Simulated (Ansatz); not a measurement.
Coupled-cluster diagnostics for SiICl₃, Ansatz.

Geometry of the singlet (PBE-D4/def2-SVP):

Cartesian coordinates in Å:
```
Si -0.025 0.036 0.047
I 0.937 -1.310 -1.746
Cl 1.211 1.623 0.480
Cl -0.257 -1.109 1.742
Cl -1.865 0.760 -0.524
```

In the def2 sets I takes a core potential; there is no spin–orbit coupling. Correlated methods freeze 24 core orbitals; core or outer-core shells of I are correlated, in sets that lack core-valence functions.

Task: Estimate the CCSD(T) correlation energy, the shares of MP2 and (T), T1 and the reference's ⟨S²⟩ for: charge 0, singlet, own geometry in def2-TZVP; and the rough time on 2 threads of AMD EPYC 7R13 on a shared host and a share (18 GiB) of an NVIDIA H100 80GB HBM3.

Result: 
| state | basis | correlation (eV) | MP2 share (%) | (T) share (%) | T1 | ⟨S²⟩ (pure) | wall time |
| --- | --- | --- | --- | --- | --- | --- | --- |
| charge 0, singlet, own geometry | def2-TZVP | -33.210 | 95.1 | 3.6 | 0.009 | 0.00 (0.00) | 4.1 s |
Customary marks for T1 are 0.02 (closed shells), 0.045 (open shells) and about 0.05 (3d metals). T1 stays under 0.02 throughout.
